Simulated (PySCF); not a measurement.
# Size series: halide piece

All values: TDDFT PBE/def2-SVP, gas phase, PySCF SCF with an in-house response code, fitting set def2-universal-JFIT, grid level 1 (kernel 0), vertical, one conformer each, geometries GFN2-xTB; core orbitals frozen in the response. The lowest 6 singlets were sought, and the brightest is taken among them. The runs took 2 to 4 CPU minutes each on shared server CPUs.

Some members have dark charge-transfer states, which this functional places too low. Spin-orbit coupling is left out, which matters for the heavier atoms here.

| diameter / angstrom | formula | HOMO-LUMO gap / eV | S1 / eV | brightest singlet sought / eV | LUMO / eV | HOMO / eV |
| --- | --- | --- | --- | --- | --- | --- |
| 12.7 | [Cd6I13]- | 2.38 | 2.42 | 2.60 | -1.37 | -3.75 |
| 14.1 | [Cd7I15]- | 2.33 | 2.36 | 2.36 | -1.46 | -3.79 |
| 14.7 | Cd9I18 | 1.48 | 1.48 | 1.81 | -4.41 | -5.89 |
| 14.9 | Cd8H4I16O2 | 1.69 | 1.69 | 1.71 | -3.91 | -5.60 |
| 16.4 | Cd6I12 | 2.15 | 2.16 | 2.17 | -4.02 | -6.18 |
